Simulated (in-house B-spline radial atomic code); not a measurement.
In IV (In3+) is squeezed into an impenetrable sphere of radius R (the orbitals vanish at R). Level of theory: Dirac-Hartree-Fock, average of configuration, Fermi nucleus of rms radius 4.6156 fm; calculated with a radial B-spline atomic code at the basis-set limit.

Energies in eV above the free ion in [Kr] 4d10:

```
R (bohr)  highest level (eV)  [Kr] 4d10  [Ar] 3d10 4s2 4p5 4d10 4f1  [Ar] 3d9 4s2 4p6 4d10 4f1
    9.62               -56.2          0                       109.5                      472.1
    6.02               -56.2  0.0002038                       110.8                      473.3
     4.8               -56.2    0.01267                         113                      475.7
    4.02                 -56     0.1598                       116.2                      478.8
    3.76               -55.9     0.3641                       117.8                      480.5
    3.02               -54.4      3.619                         127                      489.1
    2.69               -52.1      9.996                       137.3                      498.5
    2.28               -45.4      36.14                       170.7                      528.8
    1.85               -25.2      149.4                       296.4                      646.6
    1.29                85.4       1146                        1317                       1655
```

**Question.** Does [Ar] 3d10 4s2 4p5 4d10 4f1 fall below [Kr] 4d10 under compression?

**Answer.** No, it stays above over the whole range.

**Question.** Does [Ar] 3d9 4s2 4p6 4d10 4f1 fall below [Kr] 4d10 under compression?

**Answer.** No, it stays above over the whole range.

The highest level is first positive in the row R = 1.29 bohr, pushed up by confinement above the zero of the free ion's potential. Each configuration is held fixed and needn't be the lowest in the sphere.
